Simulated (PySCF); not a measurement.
C2H10O3Si4.
SMILES with atom numbers: `[CH:1]#[C:2][SiH2:3][O:4][SiH:5]([O:6][SiH3:7])[O:8][SiH3:9]` (hydrogens: H10 on C1; H11, H12 on Si3; H13 on Si5; H14, H15, H16 on Si7; H17, H18, H19 on Si9)

Method: PBE0-D3(BJ)/def2-SVP geometry optimisation, gas phase (PySCF 2.14.0); density fitting, grid level 1; the optimiser is geomeTRIC in internal coordinates, started from a GFN2-xTB structure with every atom displaced at random (about 0.01 Å).

At the end of the run (lengths in Å): Si3–O4 1.654, Si7–H14 1.493, Si9–H18 1.494, Si9–H17 1.493, Si9–H19 1.489, Si7–H15 1.495, Si5–O6 1.643, Si3–O4–Si5 144.8°, Si5–O6–Si7 144.8°, Si5–O8–Si9 147.1°, C1–C2–Si3 179.0°, C2–Si3–O4–Si5 -43°, Si3–O4–Si5–O6 -97°, O4–Si5–O6–Si7 60°, H13–Si5–O4–Si3 143°, H11–Si3–O4–Si5 -163°.

Question: These geometries were met on the way; a selection of coordinates is given. Order them by energy above the end point, lowest first.
A. Si3–O4 1.581, Si7–H14 1.445, Si9–H18 1.451, Si9–H17 1.451, Si9–H19 1.449, Si7–H15 1.457, Si5–O6 1.609, Si3–O4–Si5 145.1°, Si5–O6–Si7 144.5°, Si5–O8–Si9 145.3°, C1–C2–Si3 180.0°, C2–Si3–O4–Si5 -76°, Si3–O4–Si5–O6 -58°, O4–Si5–O6–Si7 53°, H13–Si5–O4–Si3 -179°, H11–Si3–O4–Si5 167°
B. Si3–O4 1.659, Si7–H14 1.491, Si9–H18 1.492, Si9–H17 1.493, Si9–H19 1.489, Si7–H15 1.493, Si5–O6 1.644, Si3–O4–Si5 137.5°, Si5–O6–Si7 147.3°, Si5–O8–Si9 146.7°, C1–C2–Si3 177.7°, C2–Si3–O4–Si5 -56°, Si3–O4–Si5–O6 -80°, O4–Si5–O6–Si7 59°, H13–Si5–O4–Si3 161°, H11–Si3–O4–Si5 -176°
C. Si3–O4 1.666, Si7–H14 1.487, Si9–H18 1.487, Si9–H17 1.488, Si9–H19 1.484, Si7–H15 1.490, Si5–O6 1.645, Si3–O4–Si5 145.8°, Si5–O6–Si7 146.5°, Si5–O8–Si9 147.1°, C1–C2–Si3 179.9°, C2–Si3–O4–Si5 -75°, Si3–O4–Si5–O6 -59°, O4–Si5–O6–Si7 53°, H13–Si5–O4–Si3 -179°, H11–Si3–O4–Si5 166°
D. Si3–O4 1.655, Si7–H14 1.493, Si9–H18 1.493, Si9–H17 1.493, Si9–H19 1.489, Si7–H15 1.495, Si5–O6 1.641, Si3–O4–Si5 143.0°, Si5–O6–Si7 149.3°, Si5–O8–Si9 149.9°, C1–C2–Si3 179.6°, C2–Si3–O4–Si5 -44°, Si3–O4–Si5–O6 -96°, O4–Si5–O6–Si7 62°, H13–Si5–O4–Si3 145°, H11–Si3–O4–Si5 -164°

Answer: D (0.003 eV), B (0.015 eV), C (0.040 eV), A (0.476 eV).

| step | E above end (eV) | rms distance from the end, all atoms (Å) | largest force (eV/Å) | rms shift of all bonds from the end (Å) |
| --- | --- | --- | --- | --- |
| 16 | 0.003 | 0.071 | 0.045 | 0.001 |
| 8 | 0.015 | 0.259 | 0.153 | 0.002 |
| 1 | 0.040 | 0.546 | 0.470 | 0.005 |
| 0 | 0.476 | 0.530 | 2.686 | 0.034 |

Rows stand in the order of the answer.
